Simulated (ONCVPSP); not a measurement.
Au: ONCV pseudisation with PBEsol, fully relativistic reference atom.

```json
{
  "Element": "Au",
  "Generator": "ONCVPSP 4.0.1",
  "Type": "optimised norm-conserving Vanderbilt (ONCV)",
  "Functional": "PBEsol",
  "Relativity": "fully relativistic",
  "Frozen core": "[Kr] 4d10 4f14",
  "Valence charge": "19",
  "Reference configuration": "5s2 5p6 5d10 6s0.5 6p0.5",
  "Partial waves": "5s+6s: rc 1.45 bohr, ncon 4, nbas 7, qcut 6.7 1/bohr, 2 projectors; 5p+6p: rc 2.00 bohr, ncon 4, nbas 8, qcut 7 1/bohr, 2 projectors; 5d: rc 1.90 bohr, ncon 4, nbas 9, qcut 9.2 1/bohr, 2 projectors, debl 0.6 Ha",
  "Local potential": "polynomial inside 1.45 bohr (lpopt 1, dvloc0 4 Ha)",
  "Core correction": "Teter function fitted to the true core (icmod 2), fcfact 0.26"
}
```

Open shells are filled in proportion to 2j + 1.

Poles of the logarithmic derivatives, all-electron (AE) and pseudo (PS). s: poles at -3.4 (AE) and -3.4 (PS) Ha. p3/2: poles at -1.9, 4.1 (AE) and -1.9, 4.1 (PS) Ha. p1/2: poles at -2.6, 3.5 (AE) and -2.6, 3.5 (PS) Ha. d5/2: poles at 0.5 (AE) and 0.5 (PS) Ha. d3/2: poles at 0.3 (AE) and 0.3 (PS) Ha. Test radii: s 1.47, p3/2 2.03, p1/2 2.03, d5/2 1.93, d3/2 1.93 bohr.

* Cutoffs needed: 23 Ha and 55 Ha (the cutoffs (Ha) at which the residual kinetic energy of the hardest occupied pseudo-wave falls to 1 and 0.1 mHa per electron)
* Ghost test: no bound ghost flagged; no localised positive-energy state flagged
* Configuration tests: 2 of 4 tests not solved or not reliable
* rms error of d²Exc/dni dnj: 7.80 mHa without and 3.52 mHa with the model core
